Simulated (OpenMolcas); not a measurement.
Ne5+: from CASSCF to CASPT2

```json
{
 "Program": "OpenMolcas",
 "Basis": "ANO-RCC-VQZP [5s4p3d2f1g]",
 "Scalar Hamiltonian": "DKH2, point nucleus",
 "Active space": "3 electrons in 8 orbitals (2s 2p 3s 3p)",
 "State averaging": "2S+1 = 4 odd, 1 root; 2S+1 = 2 odd, 3 roots; 2S+1 = 4 even, 3 roots; 2S+1 = 2 even, 9 roots",
 "Spin-orbit coupling": "state interaction with AMFI integrals over the reference wave functions, term energies averaged over their components"
}
```

Methods on the same reference wave functions:
A. CASSCF
B. SS-CASPT2, IPEA 0.25 Eh, imaginary shift 0.1 Eh (closed shells correlated: 1s)

Energies in cm⁻¹ above 2s² 2p ²P°_1/2, the measured ground level; measured values from NIST levels in Podobedova, Fuhr, Reader and Wiese, J. Phys. Chem. Ref. Data 33, 525 (2004).

```csv
Level,A,B,Measured
2s² 2p ²P°_1/2,0.0,0.0,0.0
2s² 2p ²P°_3/2,1263,1263,1310
2s 2p² ⁴P_1/2,95213,99500,
2s 2p² ⁴P_3/2,95645,99930,
2s 2p² ⁴P_5/2,96353,100640,
2s 2p² ²D_3/2,185264,179160,179021
2s 2p² ²D_5/2,185269,179170,178992
2s 2p² ²S_1/2,233474,231420,230853
2s 2p² ²P_1/2,260821,250200,249292
2s 2p² ²P_3/2,261675,251040,250112
```

Deviations, from unrounded energies. A percentage is the sum of absolute deviations over the sum of measured energies, with the sign that they share, or ± where signs differ.

```json
{"Against measurement": "mean absolute deviation (cm-1)", "Levels": "6", "A": "6400", "B": "460"}
{"Against measurement": "fine structure of the ground term (%)", "Levels": "1", "A": "-3.6", "B": "-3.6"}
{"Against measurement": "other configurations (%)", "Levels": "5", "A": "+3.5", "B": "+0.3"}
```

B lies closest to measurement on these levels. The largest miss of B in the table is 2s 2p² ²P_3/2, by +930 cm-1. The ranking rests on the paired levels alone, and a cruder setting can come out closer through cancelling errors.

The lowest spin-free term lies below A's lowest term by 0.049 hartree in B.

CASPT2 breaks the degeneracy within a term, and the mean is taken; among the terms shown or strongly mixed into the levels shown the widest spread is 12 cm-1 (2s 2p² ²P, B). Active for correlation alone: 3p 3s; no level in the range computed is led by a configuration that fills them, so any true level of that kind is missing. Measured partners are found by configuration, term and J. A level has none where our copy of the source lacks it or the pairing is in doubt (some pairs that miss far off the trend of their configuration count as doubtful), and it then counts in no deviation. Only configurations of the active space appear. Levels that lie high or do not pair safely by name in every column are left out.

° marks odd parity.
